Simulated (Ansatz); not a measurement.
`OCN[SiH2]O` and `N[SiH2]NCO` differ in one atom or group.

Ansatz, PBE0-D4/def2-TZVP geometries, multiplicity 1. Each molecule was computed in one conformer, which needn't be the lowest.

| property | `OCN[SiH2]O` |
| --- | --- |
| LUMO energy (ωB97M-V/def2-TZVPP) / eV | 2.18 |
| HOMO–LUMO gap (PBE/def2-TZVPP) / eV | 6.14 |
| HOMO energy (ωB97M-V/def2-TZVPP) / eV | -10.05 |
| HOMO–LUMO gap (ωB97M-V/def2-TZVPP) / eV | 12.23 |
| HOMO–LUMO gap (PBE0/def2-TZVPP) / eV | 8.43 |
| size of the dipole moment (ωB97M-V/def2-TZVPP) / D | 3.15 |

**Question.** What does the change do to each property? (An estimate is asked.)

**Answer.** Ansatz gave: 
```json
{"property": "LUMO energy (ωB97M-V/def2-TZVPP) / eV", "`N[SiH2]NCO`": "2.10", "shift": "-0.08"}
{"property": "HOMO–LUMO gap (PBE/def2-TZVPP) / eV", "`N[SiH2]NCO`": "5.62", "shift": "-0.52"}
{"property": "HOMO energy (ωB97M-V/def2-TZVPP) / eV", "`N[SiH2]NCO`": "-9.47", "shift": "0.58"}
{"property": "HOMO–LUMO gap (ωB97M-V/def2-TZVPP) / eV", "`N[SiH2]NCO`": "11.57", "shift": "-0.66"}
{"property": "HOMO–LUMO gap (PBE0/def2-TZVPP) / eV", "`N[SiH2]NCO`": "7.81", "shift": "-0.62"}
{"property": "size of the dipole moment (ωB97M-V/def2-TZVPP) / D", "`N[SiH2]NCO`": "2.07", "shift": "-1.08"}
```

With PBE0 the HOMO rises by 0.54 eV and the LUMO falls by 0.07 eV, so the gap narrows by about 0.61 eV. PBE moves the HOMO by 0.49 eV and ωB97M-V by 0.58 eV. Dipoles are sizes alone; their direction can turn.
